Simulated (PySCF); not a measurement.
C5H4F2O, SMILES C=C=COC=C(F)F. Atoms are numbered in the order given.

```xyz
12

C     -3.1726    -0.0748    -0.8164
C     -2.1838    -0.7643    -0.3072
C     -1.2154    -1.4962     0.1967
O      0.0288    -1.0708     0.5538
C      0.2656     0.2651     0.4946
C      1.4535     0.7231     0.1083
F      1.7644     1.9971     0.1130
F      2.4531    -0.0192    -0.2900
H     -3.9122     0.4283    -0.1810
H     -3.3008     0.0285    -1.9011
H     -1.3360    -2.5656     0.3888
H     -0.5230     0.9569     0.8003
```

Geometry optimised at PBE0-D3(BJ)/def2-SVP. This is a generated structure with no PubChem entry under its InChIKey; it may be hypothetical. One conformer was computed; it need not be the lowest.

Level of theory: SMD-ωB97X/6-31G* in PySCF.

Solvation free energies are E(SMD) − E(gas) at the gas-phase geometry, for 1 M in both phases. In vacuum the dipole moment is 1.79 D.

Q: Rank water, acetonitrile, dimethylsulfoxide by solvation free energy, most negative first.

A: acetonitrile (-2.1 kcal/mol), dimethylsulfoxide (-0.6 kcal/mol), water (2.3 kcal/mol)
